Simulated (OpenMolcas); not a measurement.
Gd3+ in cubic eightfold coordination: ligands and hosts compared

```json
{
 "Program": "OpenMolcas",
 "Method": "CASSCF",
 "Active space": "7 electrons in 7 orbitals (4f)",
 "Spin-orbit coupling": "state interaction with AMFI integrals over the reference wave functions"
}
```

Distances were set from a Shannon-type radius of the metal (high-spin where two are listed) plus a fixed donor radius (F 1.31, Cl 1.76, O 1.38 Å), in hosts weighted 0.65 to 0.35 with the host's distance in the model lattice. Anionic complexes are neutralised by point charges, and hosts are embedded clusters. Ligand basis ANO-RCC-VDZP. States (labels of O, the rotations of Oh). Energies in cm-1 above the lowest state or level, χT in cm3 K/mol.

| Ligand or host | R (Å) | Metal basis | Outer charge (e at Å behind ligand) | Ground state | χT at 300 K |
| --- | --- | --- | --- | --- | --- |
| SrF2 | 2.414 | ANO-RCC-VDZP |  | 8A1 | 7.851 |
| Cl | 2.81 | ANO-RCC-VDZP | 0.62 at 2.6 | 8A1 | 7.851 |
| CaF2 | 2.364 | ANO-RCC-VDZP |  | 8A1 | 7.851 |
| O | 2.43 | ANO-RCC-VDZP | 1.6 at 2.6 | 8A1 | 7.851 |
| F | 2.36 | ANO-RCC-VDZP | 0.62 at 2.8 | 8A1 | 7.851 |

The rows also differ in their outer charges, so part of each step comes from that.

No quartet enters the spin-orbit mixing, so the splitting and order within the octet and the sextets are unsound, and g values and χT are rough. The oxide ions are held by bare point charges, a crude embedding (holds for O). No measured value stands beside these numbers; the geometry is a model, was not optimised and need not be the one that this ion takes.
